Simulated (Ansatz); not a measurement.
Two structures of AlSiH5ClF, singlet, reached by relaxing down either side of one saddle point (PBE0-D4/def2-TZVP). Energies are electronic, without zero-point energy. Ansatz 0.2.0; basis: def2-TZVPP and def2-QZVPP; cores frozen in the correlated methods. Extrapolation: Hartree–Fock as exp(−7.88 √X), correlation as X^−2.97. First:

```
9
angstrom
Al -1.6065 -0.0106 -0.9581
F -0.4521 1.2096 -0.9525
H -1.5739 -0.9793 -2.2058
H -2.8781 0.2434 -0.0555
Si 1.4233 0.0450 0.8281
Cl -0.1781 -1.3275 0.6570
H 2.0409 0.1912 -0.4998
H 2.3267 -0.6578 1.7669
H 0.8978 1.2859 1.4197
```

Second:

Al1  (-1.553, -0.506, -0.719)
F2  (-0.146, 0.795, -0.137)
H3  (-1.512, -0.257, -2.277)
H4  (-2.734, -0.055, 0.226)
Si5  (1.329, 0.569, 0.604)
Cl6  (-0.429, -2.200, -0.033)
H7  (2.153, -0.239, -0.309)
H8  (1.065, -0.059, 1.909)
H9  (1.828, 1.953, 0.737)
(Å)

Problem. Which bonds change from the first to the second?

Solution. SiH₃Cl ([SiH3][Cl]) + AlH₂F ([F][AlH2]) → AlH₂Cl ([AlH2][Cl]) + SiH₃F ([F][SiH3]) (still joined by a long Al–F bond); bonds formed: F2–Si5; dative contacts that become bonds: Al1–Cl6; bonds broken: Si5–Cl6; bonds weakened to dative contacts: Al1–F2.

Problem. Give the saddle point's structure and its height above each. (Judge from chemistry; the value comes from the calculation.)

Solution. Computed: 0.389 eV above the first and 0.683 eV above the second (CCSD(T) at an estimated basis limit (MP2 extrapolated from triple and quadruple zeta, plus CCSD(T) − MP2 in triple zeta)).
```xyz
9
angstrom
Al -1.5449 -0.2621 -0.7725
F -0.2364 0.9207 -0.3516
H -1.3805 -0.7006 -2.2769
H -2.8855 0.1701 -0.0678
Si 1.2328 0.2785 0.6085
Cl -0.3141 -1.5796 0.5842
H 2.0357 0.0722 -0.6103
H 1.8285 -0.5413 1.6961
H 1.2645 1.6419 1.1904
```

T1 diagnostic: at most 0.011.

Ligand swaps between two centres remove the fluorinated layer in thermal atomic layer etching, and scramble precursors in the gas phase.

Labels in which every atom is bracketed show which atoms are joined, not bond orders.

For scale, one of the runs: CCSD(T)/def2-TZVPP, 227 basis functions, launched by `ansatz run in.yaml --threads 4 --pin off --events-out ev --progress --plain --max-ram 9574MiB`. Hardware: 4 CPU threads of an Arm Neoverse V1, shared host. Wall time 77 s; peak host memory 3.4 GiB.
